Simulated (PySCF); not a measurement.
Cartesian coordinates in Å; atom numbers follow the order of the lines, from 1:
```xyz
12

F    -0.062    2.703   -0.028
C    -0.065    1.373   -0.014
C    -1.250    0.670    0.035
C    -1.227   -0.717    0.049
C    -0.019   -1.379    0.013
F     0.030   -2.708    0.026
C     1.176   -0.676   -0.036
F     2.335   -1.314   -0.070
C     1.153    0.709   -0.049
F     2.289    1.387   -0.095
H    -2.183    1.217    0.061
H    -2.142   -1.293    0.087
```

Geometry: PBE0-D3(BJ)/def2-TZVP; GIAO shifts from PySCF 2.14.0 with density-fitted response routines, gas phase, non-relativistic, averaged over equivalent atoms.

At B97-2/pcSseg-2 (388 basis functions):
| atoms | δ (ppm) |
| --- | --- |
| F1/F6 | -143.8 |
| F8/F10 | -159.9 |
| C2/C5 | 157.3 |
| C7/C9 | 151.0 |
| C3/C4 | 115.8 |
| H11/H12 | 7.01 |

Shifts are taken against calculated references (same method and geometry level): 19F (σ = 175.98 ppm) vs CFCl3; TMS for 13C (σ = 185.38 ppm) and 1H (σ = 31.64 ppm).

Question: What do these become at PBE0/pcSseg-2?

Answer: 
| atoms | δ at PBE0/pcSseg-2 | change |
| --- | --- | --- |
| F1/F6 | -145.2 | -1.4 |
| F8/F10 | -162.0 | -2.1 |
| C2/C5 | 159.9 | +2.6 |
| C7/C9 | 153.5 | +2.5 |
| C3/C4 | 118.2 | +2.4 |
| H11/H12 | 7.07 | +0.06 |

Shifts are taken against calculated references (same method and geometry level): CFCl3 for 19F (σref 174.31); 13C (σref 186.03) and 1H (σref 31.52) against TMS.

The largest change is at C2/C5 (aromatic carbon bearing fluorine). Cost: 388 basis functions. The order of the carbon signals is the same at both levels.

Unscaled 19F shifts against computed CFCl3 carry errors that often reach 10 to 50 ppm.
